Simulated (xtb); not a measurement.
Cl4Hf, triplet, geometry from GFN2-xTB of the parent state (such geometries of metal compounds can be far from the true shape) (the multiplicity is a formal guess); GFN2-xTB (xtb 6.7.1).

xtb was given this input:
```
$ xtb mol.xyz --gfn 2 --chrg 0 --uhf 2 --json

# file mol.xyz
5

Hf     0.00000000     0.00000000    -0.00000000
Cl     1.82374327    -0.59211105    -1.26725200
Cl     0.68133758     0.49595755     2.13830958
Cl    -1.01228908     1.84282251    -0.92835265
Cl    -1.49279177    -1.74666901     0.05729507
```

The log (banner, timings and long lists left out):

```
   ID    Z sym.   atoms
    1   72 Hf     1
    2   17 Cl     2-5

           -------------------------------------------------
          |                Calculation Setup                |
           -------------------------------------------------

           -------------------------------------------------
          |                 G F N 2 - x T B                 |
           -------------------------------------------------

          ...................................................
          :                      SETUP                      :
          :.................................................:
          :  # basis functions                  50          :
          :  # atomic orbitals                  45          :
          :  # shells                           15          :
          :  # electrons                        32          :
          :  max. iterations                   250          :
          :  Hamiltonian                  GFN2-xTB          :
          :  restarted?                      false          :
          :  GBSA solvation                  false          :
          :  PC potential                    false          :
          :  electronic temp.          300.0000000     K    :
          :  accuracy                    1.0000000          :
          :  -> integral cutoff          0.2500000E+02      :
          :  -> integral neglect         0.1000000E-07      :
          :  -> SCF convergence          0.1000000E-05 Eh   :
          :  -> wf. convergence          0.1000000E-03 e    :
          :  Broyden damping             0.4000000          :
          :  net charge                          0          :
          :  unpaired electrons                  2          :
          ...................................................

 iter      E             dE          RMSdq      gap      omega  full diag
   1    -10.5958431 -0.105958E+02  0.377E+01    0.00       0.0  T
   2    -16.2017031 -0.560586E+01  0.251E+01    0.00       1.0  T
   3    -18.8860573 -0.268435E+01  0.136E+01    0.00       1.0  T
   4    -19.5059754 -0.619918E+00  0.933E+00    0.00       1.0  T
   5    -19.5258714 -0.198960E-01  0.835E+00    0.00       1.0  T
   6    -19.7100933 -0.184222E+00  0.313E+00    0.00       1.0  T
   7    -19.7956330 -0.855397E-01  0.873E-01    0.00       1.0  T
   8    -19.7953846  0.248349E-03  0.832E-01    0.00       1.0  T
   9    -19.7968487 -0.146402E-02  0.285E-01    0.00       1.0  T
  10    -19.7970892 -0.240503E-03  0.253E-01    0.00       1.0  T
  11    -19.7962974  0.791766E-03  0.390E-01    0.00       1.0  T
  12    -19.7970356 -0.738181E-03  0.207E-01    0.00       1.0  T
  13    -19.7970540 -0.184479E-04  0.199E-01    0.00       1.0  T
  14    -19.7971519 -0.978949E-04  0.151E-01    0.00       1.0  T
  15    -19.7972826 -0.130707E-03  0.553E-02    0.00       1.0  T
  16    -19.7972993 -0.167267E-04  0.217E-02    0.00       2.1  T
  17    -19.7973029 -0.359044E-05  0.266E-03    0.00      16.8  T
  18    -19.7973030 -0.471961E-07  0.110E-03    0.00      40.5  T
  19    -19.7973030 -0.264009E-09  0.243E-04    0.00     183.8  T
  20    -19.7973030  0.370381E-09  0.360E-04    0.00     124.3  T

   *** convergence criteria satisfied after 20 iterations ***

 transition dipole moment (au) for excitation:          16          17
     X       Y       Z
   0.2649   0.1259   0.1876  total (au/Debye):    0.348   0.885
 dE (eV)             :    2.995
 oscillator strength :  0.12579E-01

         :::::::::::::::::::::::::::::::::::::::::::::::::::::
         ::                     SUMMARY                     ::
         :::::::::::::::::::::::::::::::::::::::::::::::::::::
         :: total energy             -19.779574360864 Eh    ::
         :: gradient norm              0.002167565759 Eh/a0 ::
         :: HOMO-LUMO gap              0.000000227349 eV    ::
         ::.................................................::
         :: SCC energy               -19.797295847894 Eh    ::
[...]
         6        2.0000           -0.4846724             -13.1886
         7        2.0000           -0.4846724             -13.1886
         8        2.0000           -0.4846724             -13.1886
         9        1.9900           -0.4668136             -12.7026
        10        1.9900           -0.4668136             -12.7026
        11        1.9892           -0.4667394             -12.7006
        12        1.9892           -0.4667394             -12.7006
        13        1.9892           -0.4667394             -12.7006
        14        1.6842           -0.4631838             -12.6039
        15        1.6842           -0.4631838             -12.6039
        16        1.6842           -0.4631838             -12.6039
        17        0.5000           -0.3531134              -9.6087 (HOMO)
        18        0.5000           -0.3531134              -9.6087 (LUMO)
        19                         -0.3352559              -9.1228
        20                         -0.3352559              -9.1228
        21                         -0.3352559              -9.1228
        22                         -0.0805063              -2.1907
        23                         -0.0087832              -0.2390
        24                         -0.0087832              -0.2390
        25                         -0.0087832              -0.2390
        26                         -0.0081940              -0.2230
        27                         -0.0081940              -0.2230
        28                         -0.0081940              -0.2230
       ...                                ...                  ...
        45                          0.5532366              15.0543
      -------------------------------------------------------------
                  HL-Gap            0.0000000 Eh            0.0000 eV
             Fermi-level           -0.4077814 Eh          -11.0963 eV

     #   Z          covCN         q      C6AA      α(0)
     1  72 Hf       2.922     0.562   157.918    27.054
     2  17 Cl       0.731    -0.141   103.273    15.544
     3  17 Cl       0.731    -0.141   103.273    15.544
     4  17 Cl       0.731    -0.141   103.273    15.544
     5  17 Cl       0.731    -0.141   103.273    15.544

 Mol. C6AA /au·bohr⁶  :       2780.768585
 Mol. C8AA /au·bohr⁸  :     189962.305233
 Mol. α(0) /au        :         89.230337

Wiberg/Mayer (AO) data.
largest (>0.10) Wiberg bond orders for each atom

 ---------------------------------------------------------------------------
     #   Z sym  total        # sym  WBO       # sym  WBO       # sym  WBO
 ---------------------------------------------------------------------------
     1  72 Hf   3.553 --     2 Cl   0.888     4 Cl   0.888     3 Cl   0.888
                             5 Cl   0.888
     2  17 Cl   1.113 --     1 Hf   0.888
     3  17 Cl   1.113 --     1 Hf   0.888
     4  17 Cl   1.113 --     1 Hf   0.888
     5  17 Cl   1.113 --     1 Hf   0.888
 ---------------------------------------------------------------------------

Topologies differ in total number of bonds
Writing topology from bond orders to xtbtopo.mol

molecular dipole:
                 x           y           z       tot (Debye)
 q only:        0.000       0.000      -0.000
   full:       -0.000      -0.000       0.000       0.000
molecular quadrupole (traceless):
                xx          xy          yy          xz          yz          zz
 q only:        0.000      -0.000       0.000      -0.000      -0.000      -0.000
  q+dip:       -0.000       0.000       0.000      -0.000      -0.000      -0.000
   full:       -0.000       0.000       0.000       0.000      -0.000      -0.000

           -------------------------------------------------
          | TOTAL ENERGY              -19.779574360864 Eh   |
          | GRADIENT NORM               0.002167565759 Eh/α |
          | HOMO-LUMO GAP               0.000000227349 eV   |
           -------------------------------------------------

normal termination of xtb
```
